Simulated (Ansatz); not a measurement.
Compare A (`O[SiH2]C([SiH3])Cl`) with its isomer B (`C[SiH2]O[SiH2]Cl`).

Gas-phase electronic energies from Ansatz, PBE0-D4/def2-TZVP geometries. CCSD(T)/CBS is the MP2 limit (def2-TZVPP, def2-QZVPP) plus CCSD(T) − MP2 in def2-TZVPP, frozen cores. Functionals use def2-TZVPP. Each species was taken in one conformer, which may not be the lowest.

(1) Which isomer does CCSD(T)/CBS put lower? Give the gap. (Best estimate.)

(2) Give E(B) − E(A) in kcal/mol with MP2/def2-TZVPP, B2PLYP, CCSD(T)/def2-TZVPP, r2SCAN-D4, PBE0-D4, ωB97M-V, HF/def2-TZVPP. (An estimate is asked.)

Largest T1 diagnostic: 0.011.

Results:

(1) Computed: B, by 69.2 kcal/mol.

(2) Ansatz gave: MP2/def2-TZVPP -70.3, B2PLYP -70.7, CCSD(T)/def2-TZVPP -68.7, r2SCAN-D4 -69.7, PBE0-D4 -67.3, ωB97M-V -69.1, HF/def2-TZVPP -76.6. None reverses the order clearly.

From PBE to PBE0 (25 % exact exchange), in def2-TZVPP and without D4, E(B) − E(A) moves by −2.7 kcal/mol. In def2-TZVPP, CCSD(T) changes the Hartree–Fock value by +7.9 kcal/mol (the triples alone add +1.4 kcal/mol) and MP2 by +6.3 kcal/mol.
